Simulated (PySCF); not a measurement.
From one molecule to another.

First species: C3H10O2Si2.
Z-matrix (Å and degrees, GFN2-xTB geometry), rows numbered from 1:
```
C 
C   1  1.3208
O   2  1.3371  1  126.66
Si  3  1.6196  2  130.41  1    -0.45
O   4  1.6093  3   98.20  2   179.92
C   5  1.4081  4  126.33  3  -179.63
Si  6  1.9047  5  105.54  4   174.42
H   1  1.0744  2  121.41  3    -0.06
H   1  1.0734  2  120.84  3   179.90
H   2  1.0848  1  121.68  3  -180.00
H   4  1.4655  3  112.17  2   -62.07
H   4  1.4654  3  112.12  2    62.35
H   6  1.0944  5  109.38  4   -63.81
H   6  1.0942  5  109.65  4    52.56
H   7  1.4617  6  108.41  5    60.28
H   7  1.4616  6  108.39  5   -60.08
H   7  1.4664  6  108.36  5  -179.92
```

Second species: C₇H₈P (charge +1).
InChI=1S/C7H7P/c1-4-8-5-2-7(1)3-6-8/h1-7H/p+1

Levels: B3LYP/def2-SVPD for HOMO energy, LUMO energy, HOMO–LUMO gap, static isotropic polarisability and electronic spatial extent ⟨r²⟩ about the centre of nuclear charge; TDDFT B3LYP/def2-SVPD for lowest singlet excitation; TDA B3LYP/def2-SVPD for lowest triplet excitation (Tamm–Dancoff). Geometries: GFN2-xTB. Each species is one conformer at its optimised geometry, gas phase, non-relativistic unless stated. Electronic properties by PySCF.

The conformers computed, where there is a choice (atom-mapped SMILES and torsion angles):
- `[CH2:1]=[CH:2][O:3][SiH2:4][O:5][CH2:6][SiH3:7]`: C1–C2–O3–Si4 0°, C2–O3–Si4–O5 180°, O3–Si4–O5–C6 180°, Si4–O5–C6–Si7 174°

```
                                                         property   column X    column Y
                                                      HOMO energy  -11.58 eV    -6.84 eV
                                                      LUMO energy   -6.16 eV    -0.12 eV
                                                    HOMO–LUMO gap    5.42 eV     6.72 eV
                                        lowest singlet excitation    4.55 eV     5.92 eV
                         lowest triplet excitation (Tamm–Dancoff)    3.48 eV     4.49 eV
                                  static isotropic polarisability    81.6 au     97.2 au
electronic spatial extent ⟨r²⟩ about the centre of nuclear charge  782 bohr²  1898 bohr²
```

Question: Which column belongs to which species?

Answer: Column X is the second species and column Y the first. The first has 17 atoms and 72 electrons, the second 16 and 64; their charges are 0 and +1, their HOMO energies -6.84 eV and -11.58 eV.

Question: How does each property change from the first species to the second?

Answer: HOMO energy -4.74 eV; LUMO energy -6.04 eV; HOMO–LUMO gap -1.30 eV; lowest singlet excitation -1.37 eV; lowest triplet excitation (Tamm–Dancoff) -1.01 eV; static isotropic polarisability -15.6 au; electronic spatial extent ⟨r²⟩ about the centre of nuclear charge -1116 bohr².

On the first: The vertical singlet–triplet gap S1 − T1 is 1.43 eV (TDDFT singlet less Tamm–Dancoff triplet; S1: HOMO→LUMO, weight 0.88; T1: HOMO→LUMO+1, weight 0.96). No computed singlet falls in the visible range (750 to 380 nm, 1.65 to 3.26 eV); S1 lies 2.66 eV above its blue end.

On the second: S1 lies 0.87 eV below the HOMO–LUMO gap. In wavenumbers S1 is 36700 cm⁻¹ (1 eV = 8065.54 cm⁻¹).
